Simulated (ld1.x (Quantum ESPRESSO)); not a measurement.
## u(r) = r·R(r): atom against pseudo-atom (P)

Columns: radius, all-electron u(r) and pseudo u(r) of the 3s shell (level -18.35 eV) of phosphorus in the configuration [Ne] 3s2 3p2.5; PBE, non-relativistic, RRKJ scheme, ld1.x (Quantum ESPRESSO) 7.5.

```
r (bohr)  all-electron  pseudo
   0.085        0.1606  0.0317
   0.170       -0.1000  0.0639
   0.255       -0.3062  0.0971
   0.340       -0.3810  0.1316
   0.425       -0.3477  0.1683
   0.510       -0.2455  0.2078
   0.595       -0.1078  0.2514
   0.680        0.0421  0.3002
   0.765        0.1891  0.3554
   0.850        0.3242  0.4177
   0.935        0.4427  0.4863
   1.020        0.5429  0.5582
   1.105        0.6248  0.6282
   1.190        0.6895  0.6898
   1.275        0.7382  0.7382
   1.360        0.7720  0.7720
   1.445        0.7927  0.7927
   1.530        0.8020  0.8020
   1.615        0.8017  0.8017
   1.700        0.7932  0.7932
   1.785        0.7781  0.7781
   1.870        0.7576  0.7576
   1.955        0.7331  0.7331
   2.040        0.7055  0.7055
   2.125        0.6757  0.6757
   2.210        0.6444  0.6444
```

Q: How many radial nodes do the two functions have?

A: The all-electron 3s function has n − l − 1 = 2; the pseudo-wave has 0, since the states of the same l below it are removed with the core.

Q: At about which radius was the pseudo-wave matched?

A: 1.30 bohr. The columns agree to 0.0005 from 1.19 bohr on; several derivatives are matched, so the curves merge somewhat inside the radius.

Q: Is the pseudo-wave norm-conserving?

A: Yes: the RRKJ scheme keeps the norm inside the radius equal to the all-electron one, which fixes the energy derivative of the logarithmic derivative at the level.
